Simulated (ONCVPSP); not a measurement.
# Gd (Z = 64): variants of one ONCV potential

Base potential:

gadolinium, optimised norm-conserving Vanderbilt (ONCV), made with ONCVPSP 4.0.1 (LDA (Perdew-Wang 92), scalar-relativistic). Core [Kr] 4d10, reference 4f6 5s2 5p6 5d2 6s2. Waves: 5s+6s: rc 2.20 bohr, ncon 5, nbas 8, qcut 5.7 1/bohr, 2 projectors; 5p: rc 1.50 bohr, ncon 4, nbas 7, qcut 5.1 1/bohr, 1 projector; 5d: rc 3.00 bohr, ncon 5, nbas 10, qcut 5 1/bohr, 2 projectors, debl 3.1 Ha; 4f: rc 0.80 bohr, ncon 4, nbas 8, qcut 23.4 1/bohr, 2 projectors, debl 2.9 Ha. Local part: polynomial inside 0.75 bohr (lpopt 5, dvloc0 1 Ha). Core correction: Teter function, fcfact 2, rcfact 1.1.

Cutoffs, loose and tight: the cutoffs (Ha) at which the residual kinetic energy of the hardest occupied pseudo-wave falls to 1 and 0.1 mHa per electron. They do not see the model core or the augmentation charge, which bear on the density cutoff. Test errors are all-electron minus pseudo excitation energies from the reference, over the configurations 4f7 5s2 5p6 5d1 6s2; 4f7 5s2 5p6 5d1 6s1; 4f7 5s2 5p6 5d1 6s0; 4f7 5s2 5p6 5d2 6s1. A dash means not determined; rows that change the core or the reference have their own tests.

A true bound ghost makes a file unfit for plane-wave use even where its test errors are small: the radial tests pick states by their node count and pass the ghost by.

| change | outcome | cutoff, loose | cutoff, tight | bound ghosts | GHOST(+) flags above zero | largest test error (meV) |
| --- | --- | --- | --- | --- | --- | --- |
| base | generated | 208 Ha | 231 Ha | s, p | d | -327 |
| core correction Teter function, fcfact 5.6, rcfact 1.1 | generated | 208 Ha | 231 Ha | s, p | d | -343 |
| functional PBE | generated | 208 Ha | 231 Ha | s, p | d | -329 |
| core correction Teter function, fcfact 2, rcfact 2.08 | generated | 208 Ha | 231 Ha | s, p | d | -343 |
| local potential polynomial inside 0.75 bohr (lpopt 5, dvloc0 2.5 Ha) | generated | 208 Ha | 231 Ha | s, p | d | -335 |
| core correction Teter function, fcfact 2.25, rcfact 1.15 | generated | 208 Ha | 231 Ha | s, p | d | -329 |

Task: What comes out with this change to the base: f: ncon 5, nbas 9?

Result: outcome: generated; cutoff, loose: 218 Ha; cutoff, tight: 243 Ha; bound ghosts: s, p; GHOST(+) flags above zero: d; largest test error (meV): -332.

Task: What comes out with this change to the base: f: nproj 0; local potential the f channel?

Result: outcome: generated; cutoff, loose: 208 Ha; cutoff, tight: 231 Ha; bound ghosts: s, p, d; GHOST(+) flags above zero: none; largest test error (meV): -294.

Task: What comes out with this change to the base: all radii but the core radius scaled by about 0.90 (s 1.98, p 1.34, d 2.68, f 0.72 bohr); local potential polynomial inside 0.68 bohr (lpopt 5, dvloc0 1 Ha)?

Result: outcome: generated; cutoff, loose: 226 Ha; cutoff, tight: 249 Ha; bound ghosts: s, p; GHOST(+) flags above zero: s, d; largest test error (meV): -332.
